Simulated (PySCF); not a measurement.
cis-PtH2(PF3)2 (singlet state).
Bonds: Pt1–P4, Pt1–P8, P4–F5, P4–F6, P4–F7, P8–F9, P8–F10, P8–F11. Hydrogens: H2, H3 on Pt1.

Computed by this run: PySCF 2.14.0, PBE0-D3(BJ)/def2-SVP geometry optimisation, gas phase, def2 core potentials past Kr; density fitting, grid level 1; the optimiser is geomeTRIC in internal coordinates, started from a GFN2-xTB structure with every atom displaced at random (about 0.03 Å).

Step 4: E = -38124.0838 eV
```
atom  x, y, z in Å  |  force x, y, z in eV/Å
Pt1     0.8099    0.7950    0.0082   -0.076  -0.088   0.002
H2      2.4023    0.9720    0.0721   -0.052   0.030  -0.019
H3      0.9800    2.3851   -0.0605    0.034   0.008   0.022
P4     -1.4450    0.9511   -0.0500    0.124  -0.070   0.015
F5     -2.2211    0.6644    1.2937   -0.031  -0.002   0.046
F6     -2.2365   -0.0306   -1.0051   -0.022  -0.014  -0.019
F7     -2.1637    2.2908   -0.4543    0.032   0.087  -0.046
P8      0.9743   -1.4558    0.0589   -0.066   0.012  -0.043
F9     -0.0444   -2.2601    0.9652   -0.007  -0.018  -0.014
F10     2.2963   -2.1818    0.5100    0.058   0.061   0.036
F11     0.7458   -2.2157   -1.3073    0.006  -0.005   0.020
```

Step 5: E = -38124.0975 eV
```
atom  x, y, z in Å  |  force x, y, z in eV/Å
Pt1     0.7733    0.7619    0.0059    0.096  -0.028   0.018
H2      2.3683    0.9564    0.0570   -0.099  -0.012  -0.019
H3      0.9598    2.3499   -0.0472    0.007   0.018   0.016
P4     -1.4666    0.9645   -0.0444   -0.053   0.024   0.004
F5     -2.2612    0.7283    1.3010    0.006   0.029  -0.036
F6     -2.3067    0.0173   -0.9943    0.002   0.028   0.014
F7     -2.1096    2.3414   -0.4639    0.005  -0.043   0.009
P8      0.9846   -1.4818    0.0526   -0.048  -0.027   0.004
F9      0.0014   -2.3403    0.9503    0.033   0.029  -0.045
F10     2.3425   -2.1237    0.5257    0.021  -0.014   0.007
F11     0.8122   -2.2594   -1.3118    0.032  -0.004   0.029
```

Step 6: E = -38124.1024 eV
```
atom  x, y, z in Å  |  force x, y, z in eV/Å
Pt1     0.7490    0.7377    0.0038    0.100   0.007   0.006
H2      2.3418    0.9349    0.0433   -0.064  -0.016  -0.014
H3      0.9425    2.3267   -0.0391   -0.007  -0.013   0.013
P4     -1.4864    0.9790   -0.0398   -0.087   0.050   0.010
F5     -2.2887    0.7884    1.3081    0.018   0.014  -0.018
F6     -2.3632    0.0548   -0.9786    0.008   0.017   0.008
F7     -2.0825    2.3737   -0.4707   -0.003  -0.042  -0.003
P8      0.9986   -1.5024    0.0473   -0.004  -0.009   0.001
F9      0.0338   -2.3958    0.9283    0.008   0.012  -0.022
F10     2.3721   -2.0924    0.5448    0.004  -0.023   0.013
F11     0.8809   -2.2900   -1.3165    0.027   0.003   0.005
```

Question: Estimate the geometry and energy of step 7. (The exact step hangs on the optimiser's Hessian estimate; all steps are aligned on step 6, rigid shifts and turns removed.)

Answer: E = -38124.1053 eV, largest force 0.085 eV/Å
```
atom  x, y, z in Å  |  force x, y, z in eV/Å
Pt1     0.7118    0.6989   -0.0024    0.023   0.012  -0.011
H2      2.2993    0.8936    0.0176    0.027  -0.009  -0.012
H3      0.9099    2.2865   -0.0316   -0.006  -0.002   0.012
P4     -1.5199    1.0054   -0.0271   -0.068   0.050   0.006
F5     -2.3192    0.8997    1.3315    0.035  -0.004  -0.003
F6     -2.4565    0.1088   -0.9333    0.004  -0.018   0.004
F7     -2.0480    2.4164   -0.4923    0.005  -0.024  -0.018
P8      1.0241   -1.5345    0.0346    0.045   0.005   0.015
F9      0.0722   -2.4843    0.8669   -0.032  -0.021  -0.003
F10     2.4038   -2.0494    0.5980   -0.018  -0.011   0.031
F11     1.0204   -2.3266   -1.3310   -0.015   0.021  -0.020
```

The energy changes by -0.0029 eV. The first-order estimate −F·Δx gives -0.0083 eV and the mean of the old and new forces, exact on a quadratic surface, -0.0036 eV. The step makes an angle of 81° with the force vector and moves no atom by more than 0.145 Å.

The cost below is that of the whole optimisation. Time: 6.0 min; peak memory 0.66 GiB. Hardware: an Arm Neoverse V1 with one thread (shared host).
